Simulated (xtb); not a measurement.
F4Ti, charge -1, doublet, at a GFN2-xTB geometry (such geometries of metal compounds can be far from the true shape) (the multiplicity is a formal guess); GFN0-xTB (xtb).

The xtb input:
```
$ xtb mol.xyz --gfn 0 --chrg -1 --uhf 1 --etemp 10000 --json

# file mol.xyz
5

Ti    -0.00000000    -0.00000000    -0.00000000
F      1.24118707     0.52094629    -1.19108730
F      1.05052930    -0.83865025     1.19317781
F     -1.25479205    -0.63428937    -1.11972909
F     -1.03692432     0.95199333     1.11763858
```

Output, abridged:

```
   ID    Z sym.   atoms
    1   22 Ti     1
    2    9 F      2-5

           -------------------------------------------------
          |                Calculation Setup                |
           -------------------------------------------------

           -------------------------------------------------
          |                 G F N 0 - x T B                 |
           -------------------------------------------------

          ...................................................
          :                      SETUP                      :
          :.................................................:
          :  # basis functions                  26          :
          :  # atomic orbitals                  25          :
          :  # shells                           11          :
          :  # electrons                        33          :
          :  electronic temp.        10000.0000000     K    :
          :  accuracy                    1.0000000          :
          :  -> integral cutoff          0.2500000E+02      :
          :  -> integral neglect         0.1000000E-07      :
          ...................................................

         :::::::::::::::::::::::::::::::::::::::::::::::::::::
         ::                     SUMMARY                     ::
         :::::::::::::::::::::::::::::::::::::::::::::::::::::
         :: total energy             -18.959972686895 Eh    ::
         :: gradient norm              0.057427017727 Eh/a0 ::
         :: HOMO-LUMO gap              0.361390867270 eV    ::
         ::.................................................::
         :: H0 energy                -17.557196264215 Eh    ::
         :: repulsion energy           0.033996956663 Eh    ::
         :: electrostat energy        -1.435705879748 Eh    ::
         :: -> Gsolv                   0.000000000000 Eh    ::
         ::    -> Gsasa                0.000000000000 Eh    ::
         ::    -> Gshift               0.000000000000 Eh    ::
         :: dispersion energy         -0.001067499594 Eh    ::
         :: short-range corr.          0.000000000000 Eh    ::
         :: add. restraining           0.000000000000 Eh    ::
         :: total charge              -1.000000000000 e     ::
         :::::::::::::::::::::::::::::::::::::::::::::::::::::

           -------------------------------------------------
          |                Property Printout                |
           -------------------------------------------------

    * Orbital Energies and Occupations

         #    Occupation            Energy/Eh            Energy/eV
      -------------------------------------------------------------
         1        2.0000           -0.8889110             -24.1885
       ...           ...                  ...                  ...
         5        1.9509           -0.4435447             -12.0695
         6        1.9497           -0.4427513             -12.0479
         7        1.9484           -0.4419431             -12.0259
         8        1.9484           -0.4419431             -12.0259
         9        1.9480           -0.4416941             -12.0191
        10        1.9473           -0.4412431             -12.0068
        11        1.9458           -0.4403308             -11.9820
        12        1.9458           -0.4403308             -11.9820
        13        1.9449           -0.4397640             -11.9666
        14        1.9433           -0.4388092             -11.9406
        15        1.9433           -0.4388092             -11.9406
        16        1.9431           -0.4387342             -11.9386
        17        0.6400           -0.2965494              -8.0695 (HOMO)
        18        0.4816           -0.2832685              -7.7081 (LUMO)
        19        0.2519           -0.2571879              -6.9984
        20        0.2519           -0.2571879              -6.9984
        21        0.0156           -0.1641324              -4.4663
        22                          0.3789750              10.3124
        23                          0.5847246              15.9112
        24                          0.5847246              15.9112
        25                          0.5866603              15.9638
      -------------------------------------------------------------
                  HL-Gap            0.0132809 Eh            0.3614 eV
             Fermi-level            0.0000000 Eh            0.0000 eV

     #   Z          covCN         q      C6AA      α(0)
     1  22 Ti       2.654     0.944   205.842    31.867
     2   9 F        0.663    -0.486    14.721     4.422
     3   9 F        0.663    -0.486    14.721     4.422
     4   9 F        0.663    -0.486    14.721     4.422
     5   9 F        0.663    -0.486    14.721     4.422

 Mol. C6AA /au·bohr⁶  :        813.042430
 Mol. C8AA /au·bohr⁸  :      45190.035022
 Mol. α(0) /au        :         49.555437

Wiberg/Mayer (AO) data.
largest (>0.10) Wiberg bond orders for each atom

 ---------------------------------------------------------------------------
     #   Z sym  total        # sym  WBO       # sym  WBO       # sym  WBO
 ---------------------------------------------------------------------------
     1  22 Ti   2.808 --     4 F    0.702     2 F    0.702     3 F    0.702
                             5 F    0.702
     2   9 F    0.716 --     1 Ti   0.702
     3   9 F    0.716 --     1 Ti   0.702
     4   9 F    0.716 --     1 Ti   0.702
     5   9 F    0.716 --     1 Ti   0.702
 ---------------------------------------------------------------------------

Topologies differ in total number of bonds
Writing topology from bond orders to xtbtopo.mol

 dipole moment from electron density (au)
     X       Y       Z
  -0.0000  -0.0000  -0.0000  total (Debye):    0.000

           -------------------------------------------------
          | TOTAL ENERGY              -18.959972686895 Eh   |
          | GRADIENT NORM               0.057427017727 Eh/α |
          | HOMO-LUMO GAP               0.361390867270 eV   |
           -------------------------------------------------

normal termination of xtb
```
